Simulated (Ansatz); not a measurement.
`C[Se][AlH2]` → `[CH2]` (triplet) + `[AlH2][SeH]` at 600 K and 1 bar (formal loss of a carbene).

Calculated with Ansatz (gas phase, PBE0-D4/def2-TZVP geometries, no zero-point term in ΔE). CCSD(T)/CBS adds triple-zeta CCSD(T) − MP2 to the extrapolated MP2 energy (def2 sets, frozen cores). This one scheme is used for every species. Triplets are unrestricted, without spin–orbit coupling. For Se outer-core shells are correlated without core-valence functions, which leaves a few kJ/mol of doubt a bond. Scalar relativity is left out up to krypton.

```
          species  CCSD(T)/CBS energy (Eh)  H − E (kJ/mol)  S (J/(mol·K))
    `C[Se][AlH2]`              -2683.80327           184.9          396.0
`[CH2]` (triplet)                -39.09499            66.5          220.8
    `[AlH2][SeH]`              -2644.54675            92.3          332.5
```

H − E and S are ideal-gas, rigid-rotor, harmonic terms from PBE0-D4/def2-TZVP, with the whole ground term of open shells counted as degenerate. 1 Eh = 2625.50 kJ/mol, R = 8.31446 J/(mol·K).

Problem. By hand: ΔE, ΔH, ΔS and ΔG.

Solution. ΔE = (-39.09499) + (-2644.54675) − (-2683.80327) = 0.16153 Eh = 424.1 kJ/mol. Δ(H − E) = 66.5 + 92.3 − 184.9 = -26.1, so ΔH = 398.0 kJ/mol. ΔS = 220.8 + 332.5 − 396.0 = 157.3 J/(mol·K). ΔG = 398.0 − 600 × (157.3)/1000 = 303.6 kJ/mol.

Problem. By hand: the equilibrium constant, and the temperature at which ΔG would vanish if ΔH and ΔS stayed fixed.

Solution. log₁₀ K = −ΔG/(RT ln 10) = -26.4. ΔG = 0 at ΔH/ΔS = 2530 K, far beyond where these terms or the molecules hold.

The number of gas molecules changes by +1, which sets the sign of ΔS. A doubt of 5 kJ/mol in ΔE shifts log₁₀ K by 0.4 here. A triplet takes part, so the spin changes. These are equilibria of isolated gas molecules and say nothing of rates. Largest T1 diagnostic: 0.011 (customary marks: 0.02 for closed shells, 0.045 for open ones).
